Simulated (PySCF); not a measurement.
Computed shifts of a molecule C4H4ClF, PySCF with PBE0/pcSseg-1, GIAO, gas phase, atoms alike by connectivity averaged where their shifts nearly agree, in ppm (number of nuclei): ¹³C: 158.9 (1), 148.8 (1), 124.8 (1), 116.5 (1). ¹⁹F: -115.4 (1). ¹H: 6.72 (1), 5.67 (2), 5.43 (1). References: ¹³C against TMS (σ = 186.3 ppm); ³⁵Cl against HCl (σ = 945.9 ppm); ¹⁹F against CFCl3 (σ = 167.2 ppm); ¹H against TMS (σ = 31.56 ppm), references at their B3LYP-D3(BJ)/def2-TZVP geometries, non-relativistic (without spin–orbit terms, shifts of atoms bonded to Cl or Br come out too high). Geometry: PBE0-D3(BJ)/def2-SVP. One conformer was computed; it need not be the lowest.

Task: Which molecule gave these data?
A) C=C(F)/C=C\Cl
B) C=C=C(F)CCl
C) C=C/C(F)=C/Cl
D) C=C(Cl)/C=C\F

Result: D, C=C(Cl)/C=C\F
